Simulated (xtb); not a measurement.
xtb input (GFN1-xTB):

```bash
xtb mol.xyz --gfn 1 --sp --chrg 0 --uhf 0
```
mol.xyz:
```
8

Si     0.03592004    -0.00003503    -0.00106819
F      0.60981248     1.39258090    -0.49339366
F      0.59269204    -1.10860558    -0.98706634
F      0.66522245    -0.28579702     1.42491729
C     -1.79596855     0.00175170     0.05340875
H     -2.20846604     0.20003695    -0.93689567
H     -2.15813245     0.77103743     0.73693697
H     -2.17001345    -0.96469887     0.39434533
```

End of the output:

```
         :::::::::::::::::::::::::::::::::::::::::::::::::::::
         ::                     SUMMARY                     ::
         :::::::::::::::::::::::::::::::::::::::::::::::::::::
         :: total energy             -21.236606914324 Eh    ::
         :: gradient norm              0.031723022465 Eh/a0 ::
         :: HOMO-LUMO gap              8.623647388402 eV    ::
         ::.................................................::
         :: SCC energy               -21.341552562112 Eh    ::
         :: -> electrostatic           0.034862910822 Eh    ::
         :: repulsion energy           0.106862279489 Eh    ::
         :: dispersion energy         -0.001916631701 Eh    ::
         :: halogen bond corr.         0.000000000000 Eh    ::
         :: add. restraining           0.000000000000 Eh    ::
         :: total charge              -0.000000000000 e     ::
         :::::::::::::::::::::::::::::::::::::::::::::::::::::

           -------------------------------------------------
          |                Property Printout                |
           -------------------------------------------------

    * Orbital Energies and Occupations

         #    Occupation            Energy/Eh            Energy/eV
      -------------------------------------------------------------
         1        2.0000           -0.8410755             -22.8868
       ...           ...                  ...                  ...
         4        2.0000           -0.6384127             -17.3721
         5        2.0000           -0.5901742             -16.0595
         6        2.0000           -0.5649069             -15.3719
         7        2.0000           -0.5649069             -15.3719
         8        2.0000           -0.5607416             -15.2586
         9        2.0000           -0.5512714             -15.0009
        10        2.0000           -0.5512714             -15.0009
        11        2.0000           -0.5305581             -14.4372
        12        2.0000           -0.5305581             -14.4372
        13        2.0000           -0.5277401             -14.3605
        14        2.0000           -0.5217415             -14.1973
        15        2.0000           -0.5217415             -14.1973
        16        2.0000           -0.4755532             -12.9405 (HOMO)
        17                         -0.1586400              -4.3168 (LUMO)
        18                         -0.1128296              -3.0703
Note: The following floating-point exceptions are signalling: IEEE_DENORMAL
normal termination of xtb
        19                         -0.1128296              -3.0703
        20                         -0.0404276              -1.1001
        21                         -0.0301216              -0.8197
        22                         -0.0301216              -0.8197
        23                          0.0087360               0.2377
        24                          0.1447262               3.9382
        25                          0.1447262               3.9382
        26                          0.3139458               8.5429
        27                          0.3139458               8.5429
       ...                                ...                  ...
        31                          0.8978009              24.4304
      -------------------------------------------------------------
                  HL-Gap            0.3169132 Eh            8.6236 eV
             Fermi-level           -0.3170966 Eh           -8.6286 eV

  Mulliken/CM5 charges         n(s)   n(p)   n(d)
     1Si    0.62569  0.49265   0.946  1.264  1.164
     2F    -0.22060 -0.19812   1.756  5.465  0.000
     3F    -0.22060 -0.19812   1.756  5.465  0.000
     4F    -0.22060 -0.19812   1.756  5.465  0.000
     5C    -0.13336 -0.23531   0.979  3.154  0.000
     6H     0.05649  0.11235   0.944  0.000  0.000
     7H     0.05649  0.11235   0.944  0.000  0.000
     8H     0.05649  0.11235   0.944  0.000  0.000

Wiberg/Mayer (AO) data.
largest (>0.10) Wiberg bond orders for each atom

 ---------------------------------------------------------------------------
     #   Z sym  total        # sym  WBO       # sym  WBO       # sym  WBO
 ---------------------------------------------------------------------------
     1  14 Si   4.937 --     2 F    1.246     4 F    1.246     3 F    1.246
                             5 C    1.065
     2   9 F    1.329 --     1 Si   1.246
     3   9 F    1.329 --     1 Si   1.246
     4   9 F    1.329 --     1 Si   1.246
     5   6 C    3.977 --     1 Si   1.065     8 H    0.944     6 H    0.944
                             7 H    0.944
     6   1 H    0.997 --     5 C    0.944
     7   1 H    0.997 --     5 C    0.944
     8   1 H    0.997 --     5 C    0.944
 ---------------------------------------------------------------------------

Topologies differ in total number of bonds
Writing topology from bond orders to xtbtopo.mol

 dipole moment from electron density (au)
     X       Y       Z
  -1.0573   0.0010   0.0314  total (Debye):    2.689

           -------------------------------------------------
          | TOTAL ENERGY              -21.236606914324 Eh   |
          | GRADIENT NORM               0.031723022465 Eh/α |
          | HOMO-LUMO GAP               8.623647388402 eV   |
           -------------------------------------------------

------------------------------------------------------------------------
------------------------------------------------------------------------
 total:
 SCF:
```
